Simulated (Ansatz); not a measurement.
`C[O][GeH]([CH3])[SH]` + `C=C(N)[SiH3]` → `C[O][GeH]([CH3])[SiH3]` + `C=C(N)S`  (formal exchange of groups at a Ge–S bond)

Program: Ansatz. Geometries: PBE0-D4/def2-TZVP. ΔE: electronic, gas phase. CCSD(T)/CBS is the MP2 limit (def2-TZVPP, def2-QZVPP) plus CCSD(T) − MP2 in def2-TZVPP, frozen cores. DFT in def2-TZVPP. For Ge outer-core shells are correlated without core-valence functions, which leaves a few kJ/mol of doubt a bond. Scalar relativity is left out up to krypton. One conformer a species, not always the lowest.

```tsv
level	ΔE (kcal/mol)
B2PLYP	20.0
r2SCAN	18.8
PBE0	18.0
HF/def2-QZVPP	22.8
```

(1) What does CCSD(T)/CBS give? (Estimate.)

Largest T1 diagnostic among the species: 0.012.

Answers

(1) Computed: +20.0 kcal/mol. The listed levels differ from it by 0.0, -1.2, -2.0, 2.8 kcal/mol.

In def2-TZVPP, CCSD(T) changes the Hartree–Fock value by −2.4 kcal/mol (the triples alone add −0.2 kcal/mol) and MP2 by −1.4 kcal/mol. From PBE to PBE0 (25 % exact exchange), in def2-TZVPP and without D4, ΔE moves by +1.3 kcal/mol.
